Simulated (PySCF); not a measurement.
C₆H₂N (doublet state).
Structure used (GFN2-xTB), in Å, numbered top down from 1:
```xyz
9
C6H2N angstrom
C     -2.6981    0.1483    0.3631
C     -1.7460    0.1878   -0.3820
C     -0.6612    0.2354   -1.2368
C      0.6075    0.0164   -0.8060
C      1.7546   -0.1807   -0.4120
C      3.0179   -0.3948    0.0018
N      4.1022   -0.5768    0.3562
H     -3.5280    0.1158    1.0038
H     -0.8353    0.4545   -2.2821
```

The species is `[CH]=C=CC#CC#N` [radical].

Method: UKS B3LYP, pcH-1 on C H N, non-relativistic, mean-field spin-orbit, GIAO (PySCF 2.14.0). Geometry: GFN2-xTB; no solvent, vibrations or thermal averaging. The geometry wasn't refined by DFT: couplings that depend on bond lengths, twists or pyramidal angles can differ widely from those at the functional's own minimum. No stability test was run, so a lower SCF solution isn't excluded. ⟨S²⟩ is 0.782 where a pure state has 0.75.

(1) The isotropic 13C couplings are -57.9, -52.9, +50.3, +37.4, -34.6, +31.5 MHz. Assign them to C1; C2; C3; C4; C5; C6.

(2) The isotropic 1H couplings are -45.1, -30.4 MHz. Assign them to H8; H9.

## Answers

(1) 
```json
{"site": "C1", "a_iso (MHz)": "+31.5", "ρ(0) (bohr⁻³)": "+0.0280", "position": "a main spin site", "distance from C3 (Å)": "2.59", "spin population": "+0.40", "largest |T| (MHz)": "57.0"}
{"site": "C2", "a_iso (MHz)": "-52.9", "ρ(0) (bohr⁻³)": "-0.0471", "position": "1 bond from C1", "distance from C3 (Å)": "1.38", "spin population": "-0.20", "largest |T| (MHz)": "16.3"}
{"site": "C3", "a_iso (MHz)": "+50.3", "ρ(0) (bohr⁻³)": "+0.0447", "position": "largest spin population", "distance from C3 (Å)": "0.00", "spin population": "+0.57", "largest |T| (MHz)": "92.5"}
{"site": "C4", "a_iso (MHz)": "-57.9", "ρ(0) (bohr⁻³)": "-0.0515", "position": "1 bond from C5", "distance from C3 (Å)": "1.36", "spin population": "-0.23", "largest |T| (MHz)": "20.7"}
{"site": "C5", "a_iso (MHz)": "+37.4", "ρ(0) (bohr⁻³)": "+0.0332", "position": "a main spin site", "distance from C3 (Å)": "2.59", "spin population": "+0.41", "largest |T| (MHz)": "60.3"}
{"site": "C6", "a_iso (MHz)": "-34.6", "ρ(0) (bohr⁻³)": "-0.0308", "position": "1 bond from C5", "distance from C3 (Å)": "3.93", "spin population": "-0.12", "largest |T| (MHz)": "12.3"}
```

(2) 
```csv
site,a_iso (MHz),ρ(0) (bohr⁻³),position,distance from C3 (Å),bound to,spin population there,largest |T| (MHz)
H8,-30.4,-0.0068,1 bond from C1,3.64,C1,+0.40,15.8
H9,-45.1,-0.0101,1 bond from C3,1.08,C3,+0.57,21.6
```

ρ(0) is the spin density at the nucleus and T the dipolar tensor. Largest spin populations (Mulliken): C3 (+0.57), C5 (+0.41), C1 (+0.40) and C4 (-0.23). Four atoms exceed +0.15. The positive populations add up to 1.59 and the negative ones to -0.59, together 2S = 1. The angles at C3 add up to 360.0°, so it is planar. Main spin sites, with 60 % or more of the largest population: C1, C3, C5; positions count bonds from the nearest.

C1, the radical centre as drawn in `[CH]=C=CC#CC#N`, holds a spin population of +0.40 out of 1.
